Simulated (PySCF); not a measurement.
Isomers of C11H14, from PBE0-D3(BJ)/def2-SVP geometry optimisation, gas phase (PySCF 2.14.0). One conformer each, no zero-point energy, no frequencies.

Problem. Which is lowest in electronic energy at this level?
A. `[CH3:1][CH2:2][CH2:3]/[CH:4]=[CH:5]\[c:6]1[cH:7][cH:8][cH:9][cH:10][cH:11]1` with C1–C2–C3–C4 180°, C2–C3–C4–C5 -140°, C4–C5–C6–C7 147°: A = 2322, B = 512.1, C = 454.6 MHz, dipole 0.43 D
B. `[CH3:1][c:2]1[cH:3][cH:4][c:5]2[c:6]([cH:7]1)[CH2:8][CH2:9][CH2:10][CH2:11]2` with C5–C6–C8–C9 17°, C6–C8–C9–C10 -47°, C8–C9–C10–C11 63°, C9–C10–C11–C5 -48°: A = 2523, B = 765.8, C = 604.4 MHz, dipole 0.37 D
C. `[CH2:1]=[C:2]([CH2:3][CH2:4][CH3:5])[c:6]1[cH:7][cH:8][cH:9][cH:10][cH:11]1` with C1–C2–C3–C4 117°, C2–C3–C4–C5 179°, C1–C2–C6–C7 -36° (2-phenyl-1-pentene): A = 1822, B = 691.3, C = 570.4 MHz, dipole 0.41 D

Solution. B. That is `Cc1ccc2c(c1)CCCC2` (6-methyltetralin), 27.3 kcal/mol below the next.

```
           SMILES                                                                 mapped SMILES      E (Eh)  relative (kcal/mol)  relative (kJ/mol)  dipole (D)
Cc1ccc2c(c1)CCCC2  [CH3:1][c:2]1[cH:3][cH:4][c:5]2[c:6]([cH:7]1)[CH2:8][CH2:9][CH2:10][CH2:11]2  -426.83296                  0.0                0.0        0.37
 C=C(CCC)c1ccccc1   [CH2:1]=[C:2]([CH2:3][CH2:4][CH3:5])[c:6]1[cH:7][cH:8][cH:9][cH:10][cH:11]1  -426.78940                 27.3              114.4        0.41
 CCC/C=C\c1ccccc1   [CH3:1][CH2:2][CH2:3]/[CH:4]=[CH:5]\[c:6]1[cH:7][cH:8][cH:9][cH:10][cH:11]1  -426.78818                 28.1              117.6        0.43
```

As drawn, the highest has a C=C bond outside aromatic rings, which the lowest lacks.
